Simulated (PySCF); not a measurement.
Does the answer move with the share of exact exchange?

Compound: C6H4N2.
SMILES: `N#Cc1ccncc1`

PySCF, pcSseg-1 basis, density fitting, gas phase, PBE0-D3(BJ)/def2-SVP geometry. One functional is left out:

| functional | exact exchange (%) | HOMO energy (eV) | LUMO energy (eV) | dipole moment (D) |
| --- | --- | --- | --- | --- |
| BLYP | 0 | -6.38 | -2.91 | 1.954 |
| PBE | 0 | -6.50 | -3.09 | 1.942 |
| B97-2 | 21 | -7.87 | -2.30 | 2.010 |
| mPW1PW91 | 25 | -8.19 | -2.28 | 2.009 |
| BHandHLYP | 50 | -9.24 | -1.23 | 2.075 |

**Question.** Predict the row of PBE0 (25 % exact exchange) by straight lines through the other rows, and check it.

**Answer.** 
```json
{"property": "HOMO energy (eV)", "line": "-7.97", "computed": "-8.15", "computed − line": "-0.18", "mPW1PW91 (25 %), for comparison": "-8.19"}
{"property": "LUMO energy (eV)", "line": "-2.16", "computed": "-2.26", "computed − line": "-0.10", "mPW1PW91 (25 %), for comparison": "-2.28"}
{"property": "dipole moment (D)", "line": "2.013", "computed": "2.003", "computed − line": "-0.010", "mPW1PW91 (25 %), for comparison": "2.009"}
```
